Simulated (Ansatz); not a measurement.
Program: Ansatz. Geometries: PBE0-D4/def2-TZVP. ΔE: electronic, gas phase. CBS: MP2 limit from def2 TZ/QZ plus the TZ coupled-cluster correction, frozen cores. For Ge outer-core shells are correlated without core-valence functions, which leaves a few kJ/mol of doubt a bond. Scalar relativity is left out up to krypton. Each species was taken in one conformer, which may not be the lowest.

Reaction (redistribution): `[SiH3]B[SiH2]Cl` + `C[BH][GeH2][Cl]` → `[SiH3][BH][GeH2][Cl]` + `CB[SiH2]Cl`

```
               species  CCSD(T)/def2-TZVPP energy (Eh)
     `[SiH3]B[SiH2]Cl`                     -1066.22228
     `C[BH][GeH2][Cl]`                     -2601.78159
`[SiH3][BH][GeH2][Cl]`                     -2852.77080
          `CB[SiH2]Cl`                      -815.23041
```

Task: Work out ΔE.

Result: ΔE = (-2852.77080) + (-815.23041) − (-1066.22228) − (-2601.78159) = 0.00266 Eh = +7.0 kJ/mol. CCSD(T)/CBS gives +7.5 kJ/mol.

Largest T1 diagnostic among the species: 0.012.
